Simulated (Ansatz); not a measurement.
`B[O][GeH3]`, charge 0, multiplicity 1.

Q: Give a relaxed structure at PBE0-D4/def2-TZVP (Ansatz). (An estimate is asked.)

A: Ansatz gave: 
```xyz
8

B    -0.901   -0.898   -0.928
O     0.339   -0.556   -0.548
Ge    0.771    0.669    0.694
H    -1.868   -0.373   -0.430
H    -1.016   -1.741   -1.775
H     1.633    1.712   -0.026
H     1.569   -0.082    1.766
H    -0.529    1.269    1.248
```
Point group Cs.
